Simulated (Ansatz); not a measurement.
The lowest singlet and triplet of PH (SMILES [PH]); geometries from B3LYP-D3(BJ)/def2-TZVP, each state relaxed from the structure named, with no frequency check, low spin by broken symmetry.
Singlet (charge 0, multiplicity 1):
```tsv
atom	x (Å)	y (Å)	z (Å)
P	0.0000	0.0000	-0.0893
H	0.0000	0.0000	1.3396
```

```csv
level,"gap E(singlet) − E(triplet), vertical, at the singlet's geometry (eV)",cost
R-HF/cc-pV(D+d)Z,2.066,-
R-HF/cc-pV(T+d)Z,2.023,-
R-SVWN5/def2-TZVPP,1.358,×0.8
U-SVWN5/def2-TZVPP (spin-contaminated),0.404,×1
R-PBE/def2-TZVPP,1.515,×1
U-PBE/def2-TZVPP (spin-contaminated),0.344,×2
R-r2SCAN/def2-TZVPP,1.755,×2
U-r2SCAN/def2-TZVPP (spin-contaminated),0.299,×4
R-B3LYP/def2-TZVPP,1.382,×0.8
U-B3LYP/def2-TZVPP (spin-contaminated),0.285,×2
R-PBE0/def2-TZVPP,1.583,×0.7
R-BHLYP/def2-TZVPP,1.459,×1
R-wB97X-V/def2-TZVPP,1.292,×2
U-wB97X-V/def2-TZVPP (spin-contaminated),0.295,×4
U-wB97M-V/def2-TZVPP (spin-contaminated),0.420,×4
R-B2PLYP/def2-TZVPP,1.415,×1
U-B2PLYP/def2-TZVPP (spin-contaminated),0.349,×2
R-MP2/cc-pV(D+d)Z,1.703,-
R-MP2/cc-pV(T+d)Z,1.535,-
R-SCS-MP2/cc-pV(T+d)Z,1.350,-
R-CCSD/cc-pV(D+d)Z,1.450,-
R-CCSD/cc-pV(T+d)Z,1.311,-
R-CCSD(T)/cc-pV(D+d)Z,1.350,×0.9
R-CCSD(T)/cc-pV(T+d)Z,1.219,×1
R-CCSD(T)/cc-pV(Q+d)Z,1.175,×6
R-CCSDT/cc-pV(D+d)Z,1.193,-
R-CCSDT/cc-pV(Q+d)Z,0.997,-
R-CCSDT(Q)/cc-pV(D+d)Z,1.187,×3
R-CCSDT(Q)/cc-pV(Q+d)Z,0.961,×200
"SA-CASSCF(6,5)/cc-pV(D+d)Z",1.387,-
"SA-CASSCF(6,5)/cc-pV(T+d)Z",1.286,-
"SA-CASSCF(6,5)/cc-pV(Q+d)Z",1.265,-
"SC-NEVPT2 on SA-CASSCF(6,5)/cc-pV(D+d)Z",1.237,-
"SC-NEVPT2 on SA-CASSCF(6,5)/cc-pV(T+d)Z",1.067,-
"FIC-NEVPT4(SD) on SA-CASSCF(6,5)/cc-pV(T+d)Z",1.020,-
"FIC-NEVPT4(SD) on SA-CASSCF(6,5)/cc-pV(Q+d)Z",0.966,-
"FIC-MRCISD+Q on SA-CASSCF(6,5)/cc-pV(D+d)Z",1.183,-
"FIC-MRCISD+Q on SA-CASSCF(6,5)/cc-pV(T+d)Z",0.998,-
"FIC-MRCISD+Q on SA-CASSCF(6,5)/cc-pV(Q+d)Z",0.945,-
FCI/cc-pV(D+d)Z,1.190,×6
```

The rows run from 0.285 (U-B3LYP/def2-TZVPP (spin-contaminated)) to 2.066 eV (R-HF/cc-pV(D+d)Z). From cc-pV(D+d)Z to cc-pV(Q+d)Z R-CCSD(T) changes by -0.175. The 8 R-functionals in def2-TZVPP without D3 or D4 span 0.463, from R-wB97X-V to R-r2SCAN.

A positive gap puts the triplet lower; no zero-point energy. R- takes a restricted singlet, here one determinant of a half-filled degenerate or near-degenerate pair, which mixes singlet states. U- takes an unrestricted singlet (broken symmetry where lower, unprojected). The triplet is unrestricted in single-reference levels. Active spaces average the two states.

Frozen-core correlation.

Doubts at one or more of the structures used: a restricted determinant that unrestricted orbitals would lower (R-HF/cc-pV(D+d)Z, R-HF/cc-pV(T+d)Z, R-SVWN5/def2-TZVPP, R-PBE/def2-TZVPP, R-r2SCAN/def2-TZVPP, R-B3LYP/def2-TZVPP, R-PBE0/def2-TZVPP, R-BHLYP/def2-TZVPP, R-wB97X-V/def2-TZVPP, R-B2PLYP/def2-TZVPP, R-MP2/cc-pV(D+d)Z, R-MP2/cc-pV(T+d)Z, R-SCS-MP2/cc-pV(T+d)Z, R-CCSD/cc-pV(D+d)Z, R-CCSD/cc-pV(T+d)Z, R-CCSD(T)/cc-pV(D+d)Z, R-CCSD(T)/cc-pV(T+d)Z, R-CCSD(T)/cc-pV(Q+d)Z, R-CCSDT/cc-pV(D+d)Z, R-CCSDT/cc-pV(Q+d)Z, R-CCSDT(Q)/cc-pV(D+d)Z, R-CCSDT(Q)/cc-pV(Q+d)Z); other coupled-cluster roots lie near (R-CCSDT/cc-pV(D+d)Z, R-CCSDT/cc-pV(Q+d)Z, R-CCSDT(Q)/cc-pV(D+d)Z, R-CCSDT(Q)/cc-pV(Q+d)Z).

Run with Ansatz (Gaussian orbitals). Values without a source in brackets are computed.

Costs are rough ratios of core time to R-PBE/def2-TZVPP (about 1.5 s over the structures, on one shared machine); a dash marks a level with no comparable run of its own.

Ansatz is a quantum-chemistry and plane-wave program.
